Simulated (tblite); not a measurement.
Species: C₇H₁₀.
SMILES with atom numbers: `[CH2:1]=[C:2]1[CH2:3][CH2:4]/[C:5]1=[CH:6]/[CH3:7]` (hydrogens: H8, H9 on C1; H10, H11 on C3; H12, H13 on C4; H14 on C6; H15, H16, H17 on C7)

Computed with GFN2-xTB (tblite), gas phase: Langevin dynamics at 400 K from the optimised GFN2-xTB geometry, time step 0.5 fs, friction 0.01 fs⁻¹, 2000 steps.

Start geometry:
```
atom  x, y, z in Å
C1     -0.139    2.049    0.210
C2     -0.627    0.824    0.090
C3     -2.047    0.312    0.022
C4     -1.483   -1.101   -0.233
C5     -0.091   -0.526   -0.094
C6      1.104   -1.106   -0.114
C7      2.419   -0.427    0.073
H8     -0.797    2.897    0.310
H9      0.916    2.262    0.208
H10    -2.640    0.729   -0.791
H11    -2.605    0.415    0.952
H12    -1.745   -1.846    0.517
H13    -1.705   -1.503   -1.220
H14     1.153   -2.175   -0.286
H15     3.037   -0.995    0.768
H16     2.291    0.580    0.455
H17     2.953   -0.376   -0.877
```

The statistics below take the 31 frames saved every 25 fs from 250 to 1000 fs; their kinetic temperature (all 3N coordinates) averages 408 K.

**Question.** How do the bond lengths spread?

**Answer.** 
```csv
bond,start (Å),mean (Å),standard deviation (Å),shortest (Å),longest (Å)
C1=C2,1.324,1.325,0.021,1.284,1.361
C2–C3,1.511,1.519,0.043,1.452,1.617
C3–C4,1.542,1.550,0.046,1.458,1.636
C4–C5,1.513,1.516,0.036,1.441,1.586
C5=C6,1.328,1.333,0.030,1.276,1.403
C6–C7,1.492,1.496,0.031,1.436,1.552
C2–C5,1.464,1.473,0.036,1.393,1.554
C1–H8,1.078,1.082,0.040,1.010,1.164
C1–H9,1.076,1.076,0.030,1.011,1.124
C3–H10,1.089,1.098,0.052,1.006,1.190
C3–H11,1.089,1.096,0.033,1.007,1.162
C4–H12,1.089,1.094,0.036,1.028,1.182
C4–H13,1.089,1.099,0.044,1.024,1.207
C6–H14,1.084,1.093,0.034,1.029,1.160
C7–H15,1.090,1.094,0.039,1.026,1.181
C7–H16,1.085,1.103,0.040,1.027,1.200
C7–H17,1.091,1.093,0.035,1.032,1.181
```

**Question.** How far does each atom move about its mean position (frames aligned on the start, all atoms weighted alike), and what rms force does it feel?

**Answer.** 
```tsv
atom	rms displacement (Å)	rms force (eV/Å)
C1	0.28	2.25
C2	0.12	2.07
C3	0.19	2.65
C4	0.15	2.52
C5	0.17	2.54
C6	0.14	2.45
C7	0.21	2.20
H8	0.31	1.42
H9	0.50	1.11
H10	0.46	1.67
H11	0.44	1.20
H12	0.36	1.12
H13	0.33	1.28
H14	0.24	1.07
H15	0.40	1.30
H16	0.60	1.28
H17	0.55	1.25
```

The displacements run from 0.12 to 0.60 Å, the largest at H16.

**Question.** How widely does the potential energy scatter, against a harmonic estimate?

**Answer.** Mean 0.81 eV above the start, standard deviation 0.173 eV, range 0.47 to 1.17 eV. For 45 classical harmonic modes at 400 K the canonical values are 45kT/2 = 0.78 eV and kT·√(45/2) = 0.164 eV.

The run is classical and short, so these are rough statistics of one trajectory.

What follows is the cost of the whole dynamics run. Time: 8.8 s of wall time; peak memory 0.18 GiB. Hardware: an AMD EPYC 9R14 with one thread, no GPU, on a shared host.
